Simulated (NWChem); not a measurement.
## Atomisation of C$_{2}$H$_{5}$FOSi

```xyz
10

O      2.5280    -0.2329    -0.4505
C      1.4073    -0.4779    -0.0674
Si    -0.0016     0.8550    -0.0663
C     -1.6794    -0.0425    -0.2198
F     -1.7395    -0.9945     0.7990
H      1.1537    -1.5048     0.3246
H      0.0517     1.5688     1.2414
H      0.2031     1.8114    -1.1892
H     -1.7844    -0.5562    -1.1929
H     -2.5368     0.6471    -0.1189
```
Charge 0, spin multiplicity 1.

The numbers come from NWChem runs, not from measurements. All single points use one geometry, from B3LYP/def2-SVP, a minimum by its harmonic frequencies. It is one conformer; others weren't searched.

Basis set: def2-TZVP. The atomisation energy is electronic alone: no zero-point, thermal, spin-orbit or counterpoise terms. No value is extrapolated to the basis-set limit. Free atoms are single determinants with multiplicities O 3, C 3, Si 3, F 2, H 2.

B3LYP has NWChem's definition, with VWN1-RPA local correlation. The structure started from a generated list of species. No SCF solution was tested for a lower state. Open-shell Hartree-Fock references start from PBE0 orbitals.

One of these methods gave an atomisation energy of 624.7 kcal/mol. Which?
(A) HF
(B) PBE0
(C) CAM-B3LYP
(D) B3LYP

A, HF. The others give 873.9 (B3LYP), 881.3 (CAM-B3LYP), 876.5 (PBE0).
